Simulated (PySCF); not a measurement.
**Ionisation energy of C⁺ by level of theory**

C⁺ [He] 2s2 2p1 [2p1/2^1, M_J = 1/2] → C²⁺ [He] 2s2, as a difference of total energies. Calculation: PySCF 2.14, in x2c-SVPall-2c; the two-component X2C-1e Hamiltonian. Correlated levels: 1s2 frozen. "Screened" scales the spin-orbit matrix elements by Boettger's factors to mimic the two-electron term; Breit and QED terms are absent.

```tsv
method	ionisation energy (eV)
GHF (spin-free)	24.327
GMP2 (spin-free)	24.345
GHF (screened spin-orbit)	24.332
GMP2 (screened spin-orbit)	24.349
```

Errors of the correlated levels include the incompleteness of this basis and the frozen core.

The determinant of C⁺ mixes levels of different J (the jj label is only the starting occupation), so the difference between spin-free and spin-orbit rows is not the physical spin-orbit shift.

For comparison: 24.383 eV (measured; NIST Atomic Spectra Database, ionization energies).
